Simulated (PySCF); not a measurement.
Compound: C3H9ClOSi2.
Atom-mapped SMILES: `[Cl:1][CH2:2][C@@H:3]1[CH2:4][SiH2:5][O:6][SiH2:7]1`

Cartesian coordinates in Å at the GFN2-xTB level; atoms count from 1:
```xyz
16
C3H9ClOSi2 angstrom
Cl    -0.740   -0.853    2.094
C     -1.596   -0.792    0.534
C     -0.774   -0.057   -0.509
C      0.516   -0.827   -0.850
Si     1.968   -0.082    0.145
O      1.313    1.398    0.446
Si    -0.248    1.695    0.095
H     -1.788   -1.829    0.249
H     -2.543   -0.284    0.719
H     -1.412   -0.005   -1.399
H      0.727   -0.707   -1.914
H      0.377   -1.897   -0.686
H      2.253   -0.719    1.422
H      3.148    0.179   -0.673
H     -0.917    2.125    1.313
H     -0.292    2.663   -0.996
```

Definitions: NICS(0) = −σiso at the ring centroid; NICS(1) = −σiso and NICS(1)zz = −σzz at ±1 Å along the ring normal z. Level: GIAO PBE0/pcSseg-1 (PySCF, non-relativistic, gas phase) on the GFN2-xTB geometry, one conformer.

Ring bond lengths (Å), with Mayer bond orders in brackets: C3–C4 1.541 (0.99), C4–Si5 1.911 (0.90), Si5–O6 1.646 (0.90), O6–Si7 1.628 (0.96), Si7–C3 1.926 (0.83).

**Question.** Give the NICS values of each ring in ppm.

**Answer.** 
```
            ring                                                      type  NICS(0)  NICS(1), two faces  NICS(1)zz, two faces  rms pucker (Å)  centre to ring atoms, mean (Å)
C3–C4–Si5–O6–Si7  5-membered ring with O and 2 Si; formal bonds all single     -5.7         -3.1 / -3.6          -4.2 / -10.4            0.12                            1.46
```

**Question.** What do they say, and how far can they be read as aromaticity?

**Answer.** 
- C3–C4–Si5–O6–Si7: mean NICS(1)zz -7.3 ppm, shielded. C3, C4, Si5, Si7 have four or more neighbours, and the NICS criterion for π rings isn't applied. The two faces differ by 6.2 ppm, so no symmetry operation interchanges them.

**Question.** Give the inner angles of the rings and the Hirshfeld charges of the ring atoms.

**Answer.** 
- C3–C4–Si5–O6–Si7: C3 107.2° (-0.117 e), C4 109.0° (-0.168 e), Si5 98.3° (+0.391 e), O6 120.4° (-0.319 e), Si7 99.4° (+0.386 e); sum 534.3° against 540° for a flat convex ring.

**Question.** What are the shieldings of the ring atoms and their hydrogens in the same run (means over atoms taken as equivalent)?

**Answer.** 
```json
{"atoms": "C3", "environment": "sp3 carbon bound to silicon", "σ isotropic (ppm)": "157.7", "principal values of the symmetric part, first atom (ppm)": "150.7, 157.9, 164.5"}
{"atoms": "C4", "environment": "sp3 carbon bound to silicon", "σ isotropic (ppm)": "168.4", "principal values of the symmetric part, first atom (ppm)": "143.8, 169.0, 192.4"}
{"atoms": "Si5", "environment": "oxygen-bound silicon", "σ isotropic (ppm)": "347.7", "principal values of the symmetric part, first atom (ppm)": "296.3, 344.1, 402.7"}
{"atoms": "O6", "environment": "siloxane oxygen", "σ isotropic (ppm)": "298.8", "principal values of the symmetric part, first atom (ppm)": "203.8, 319.3, 373.3"}
{"atoms": "Si7", "environment": "oxygen-bound silicon", "σ isotropic (ppm)": "354.9", "principal values of the symmetric part, first atom (ppm)": "296.8, 347.4, 420.5"}
{"atoms": "H10", "environment": "methine hydrogen", "σ isotropic (ppm)": "30.00", "principal values of the symmetric part, first atom (ppm)": "24.3, 27.9, 37.8"}
{"atoms": "H11", "environment": "methylene hydrogen", "σ isotropic (ppm)": "30.15", "principal values of the symmetric part, first atom (ppm)": "25.0, 27.1, 38.4"}
{"atoms": "H12", "environment": "methylene hydrogen", "σ isotropic (ppm)": "31.06", "principal values of the symmetric part, first atom (ppm)": "26.4, 29.3, 37.5"}
{"atoms": "H13", "environment": "Si–H hydrogen", "σ isotropic (ppm)": "26.40", "principal values of the symmetric part, first atom (ppm)": "22.8, 24.9, 31.5"}
{"atoms": "H14", "environment": "Si–H hydrogen", "σ isotropic (ppm)": "26.47", "principal values of the symmetric part, first atom (ppm)": "22.7, 23.8, 32.8"}
{"atoms": "H15", "environment": "Si–H hydrogen", "σ isotropic (ppm)": "26.46", "principal values of the symmetric part, first atom (ppm)": "22.9, 25.2, 31.3"}
{"atoms": "H16", "environment": "Si–H hydrogen", "σ isotropic (ppm)": "26.75", "principal values of the symmetric part, first atom (ppm)": "22.7, 24.2, 33.3"}
```
